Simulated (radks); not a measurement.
Task: Charge is removed step by step from the 1s1/2 level of Bi45+, starting from [Kr] 4d2. All-electron calculation, Dirac Kohn-Sham, PBE, spin-unpolarised, spherical densities, point nucleus; open shells fill j = l - 1/2 first. Program: a radial shooting solver on a logarithmic mesh with Libxc functionals. At the starting occupation the eigenvalue is -92721 eV. Estimate the energy to remove one whole electron from this level, the eigenvalue at the end, and how far E(n) bends from a straight line.

Result: Delta-SCF 93412 eV; final eigenvalue -94097 eV; the deviation from the straight line is -172.165 eV at 0.5 electron removed, the largest on the grid computed. Slater's transition state (half an electron removed) gives 93413 eV. Integrating minus the eigenvalue over the occupation (Janak's theorem) gives 93412 eV. The mean slope of the eigenvalue, de/dn, is 1380 eV per electron.
